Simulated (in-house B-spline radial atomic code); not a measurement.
Ionisation energies with and without relativity, with size and susceptibility from the Dirac run. Dirac energy differences include first-order Breit, QED and recoil terms. NIST's values go from ground level to ground level; the uncertainty of those that are theory runs from under 0.1 % in few-electron ions to several per cent in heavy many-electron ones. Computed with an all-electron radial atomic-structure program (B-spline basis): non-relativistic Hartree-Fock and Dirac-Hartree-Fock, averages of the configuration (point nuclei without relativity, finite nuclei with it).

Some pairs differ by more than the removed electron.

```csv
ion,configuration,configuration after,ionisation non-relativistic (eV),ionisation Dirac Breit and QED (eV),tabulated value (eV),tabulated kind,radius at density 0.001 (bohr),diamagnetic susceptibility (10⁻⁶ cm³/mol)
Tb+,[Xe] 4f9 6s1,[Xe] 4f9,10.063,10.638,11.513,semi-empirical,4.509,-44.737
Dy+,[Xe] 4f10 6s1,[Xe] 4f10,10.157,10.764,11.647,semi-empirical,4.486,-43.902
Ho+,[Xe] 4f11 6s1,[Xe] 4f11,10.250,10.891,11.781,semi-empirical,4.463,-43.096
Er+,[Xe] 4f12 6s1,[Xe] 4f12,?,?,?,semi-empirical,?,?
Tm+,[Xe] 4f13 6s1,[Xe] 4f13,10.430,11.143,12.065,semi-empirical,4.418,-41.566
Yb+,[Xe] 4f14 6s1,[Xe] 4f14,10.518,11.269,12.17919,measured,4.396,-40.838
Lu+,[Xe] 4f14 6s2,[Xe] 4f14 6s1,11.798,12.597,14.13,semi-empirical,4.743,-46.193
Hf+,[Xe] 4f14 5d1 6s2,[Xe] 4f14 5d2,10.322,13.584,14.61,tabulated theory,4.676,-46.43
Ta+,[Xe] 4f14 5d3 6s1,[Xe] 4f14 5d3,12.154,13.487,16.2,semi-empirical,4.414,-43.076
W+,[Xe] 4f14 5d4 6s1,[Xe] 4f14 5d4,?,?,?,semi-empirical,?,?
Re+,[Xe] 4f14 5d5 6s1,[Xe] 4f14 5d5,12.941,14.636,16.6,semi-empirical,4.262,-42.484
Os+,[Xe] 4f14 5d6 6s1,[Xe] 4f14 5d6,13.285,15.163,17,semi-empirical,4.186,-42.023
Ir+,[Xe] 4f14 5d7 6s1,[Xe] 4f14 5d7,13.605,15.668,17,semi-empirical,4.112,-41.507
Pt+,[Xe] 4f14 5d9,[Xe] 4f14 5d8,18.831,17.939,18.56,measured,3.791,-38.107
Au+,[Xe] 4f14 5d10,[Xe] 4f14 5d9,?,?,?,measured,?,?
Hg+,[Xe] 4f14 5d10 6s1,[Xe] 4f14 5d10,14.446,17.093,18.75688,measured,3.91,-39.802
```

Fill in the row of Er+.

ionisation non-relativistic (eV): 10.341; ionisation Dirac Breit and QED (eV): 11.017; tabulated value (eV): 11.916; radius at density 0.001 (bohr): 4.44; diamagnetic susceptibility (10⁻⁶ cm³/mol): -42.318.

Fill in the row of W+.

ionisation non-relativistic (eV): 12.567; ionisation Dirac Breit and QED (eV): 14.080; tabulated value (eV): 16.37; radius at density 0.001 (bohr): 4.339; diamagnetic susceptibility (10⁻⁶ cm³/mol): -42.854.

Fill in the row of Au+.

ionisation non-relativistic (eV): 20.108; ionisation Dirac Breit and QED (eV): 19.158; tabulated value (eV): 20.203; radius at density 0.001 (bohr): 3.718; diamagnetic susceptibility (10⁻⁶ cm³/mol): -37.609.
